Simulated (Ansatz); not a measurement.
`CO[SiH]` and `C[O][InH2]` differ in one atom or group.

Ansatz, PBE0-D4/def2-TZVP geometries, multiplicity 1. 

Elements past krypton have def2 core potentials.

```
                                      property  `CO[SiH]`
           LUMO energy (B3LYP/def2-TZVPP) / eV      -2.14
size of the dipole moment (PBE/def2-TZVPP) / D       1.68
         HOMO energy (ωB97M-V/def2-TZVPP) / eV      -8.63
zero-point energy (PBE0-D4/def2-TZVP) / kJ/mol      129.2
         HOMO–LUMO gap (B3LYP/def2-TZVPP) / eV       4.22
          HOMO–LUMO gap (PBE0/def2-TZVPP) / eV       4.58
```

**Question.** What does the change do to each property? (Best estimate.)

**Answer.** Ansatz gave: 
```csv
property,`C[O][InH2]`,shift
LUMO energy (B3LYP/def2-TZVPP) / eV,-1.81,0.33
size of the dipole moment (PBE/def2-TZVPP) / D,1.38,-0.30
HOMO energy (ωB97M-V/def2-TZVPP) / eV,-9.68,-1.05
zero-point energy (PBE0-D4/def2-TZVP) / kJ/mol,138.9,9.7
HOMO–LUMO gap (B3LYP/def2-TZVPP) / eV,5.28,1.06
HOMO–LUMO gap (PBE0/def2-TZVPP) / eV,5.77,1.19
```

With PBE0 the HOMO falls by 0.76 eV and the LUMO rises by 0.43 eV, so the gap widens by about 1.19 eV. PBE moves the HOMO by -0.45 eV and ωB97M-V by -1.05 eV. The zero-point energy changes by 9.7 kJ/mol with +3 modes. Dipoles are sizes alone; their direction can turn.

B3LYP here is the variant with VWN-RPA as its local correlation; programs differ in this.
